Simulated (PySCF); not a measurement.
Give a PBE0-D3(BJ)/def2-SVP geometry of `OCCCO[C@@H]1COCO1`.

```
atom  x, y, z in Å
O1     3.3524    0.7469   -1.7964
C2     2.2808    0.5753   -0.9080
C3     1.9479   -0.8888   -0.6617
C4     0.8448   -1.0910    0.3502
O5    -0.3488   -0.5358   -0.1595
C6    -1.4235   -0.6033    0.7138
C7    -2.6513    0.0010    0.0091
O8    -3.0104    1.1028    0.8047
C9    -1.8703    1.4273    1.5318
O10   -1.2598    0.2043    1.8461
H11    3.0708    0.4331   -2.6617
H12    2.5837    1.0459    0.0423
H13    1.3694    1.1049   -1.2453
H14    1.6460   -1.3623   -1.6132
H15    2.8566   -1.4090   -0.3180
H16    0.6983   -2.1691    0.5599
H17    1.1018   -0.6042    1.3089
H18   -1.5594   -1.6397    1.0751
H19   -2.3506    0.3023   -1.0103
H20   -3.5010   -0.6937   -0.0502
H21   -2.1551    1.9430    2.4601
H22   -1.1794    2.0620    0.9361
```

Orientation and origin are arbitrary. Atoms count from 1 in this order. Of the pairs four or more bonds apart, O10···H17 is among the closest relative to their van der Waals radii: 2.55 Å, 94 % of the sum of Bondi's values. O5 (ether oxygen) is bent (angle 114.1°). The 5-membered ring C6–C7–O8–C9–O10 has internal angles of 103.7° to 105.7° (sum 525°, against 540° for a flat polygon); it is puckered, 0.15 Å rms from its mean plane, widest ring torsion 38°. The C–O distances run from 1.386 Å (O5–C6, drawn single) to 1.412 Å (C4–O5, drawn single), a spread of 0.026 Å.

Bonds between heavy atoms (Å): O1–C2 1.403, C2–C3 1.522, C3–C4 1.510, C4–O5 1.412, O5–C6 1.386, C6–C7 1.539, C7–O8 1.406, O8–C9 1.391, C9–O10 1.403, C6–O10 1.400.

Method used: PBE0-D3(BJ)/def2-SVP geometry optimisation, gas phase (PySCF).

Point group: C1 (no symmetry element, even within 0.4 Å). No frequency check. The numbers are those of one conformer (H–O1–C2–C3 66°, O1–C2–C3–C4 177°, C2–C3–C4–O5 64°, C3–C4–O5–C6 -177°, C4–O5–C6–C7 -178°, O5–C6–C7–O8 -118°, C6–C7–O8–C9 21°, C7–O8–C9–O10 -37°).
